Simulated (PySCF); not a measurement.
A structure optimised at r2SCAN-D4/def2-SVP, used in a PySCF frequency run:

```xyz
10

C     -0.4352    -3.1118     0.0000
C      0.2124    -1.9311     0.0000
C     -0.4553    -0.6465     0.0000
C      0.2032     0.5274     0.0000
F      1.5287     0.6038     0.0000
Cl    -0.5442     2.0752     0.0000
H     -1.5292    -3.1621     0.0000
H      0.1116    -4.0579     0.0000
H      1.3083    -1.9145     0.0000
H     -1.5476    -0.6066     0.0000
```

Q: Write its SMILES, formula and point group.

A: C=C/C=C(\F)Cl, C₄H₄ClF, Cs

Q: What are its rotational constants (standard atomic weights)?

A: 7.5314, 1.4109, 1.1883 GHz
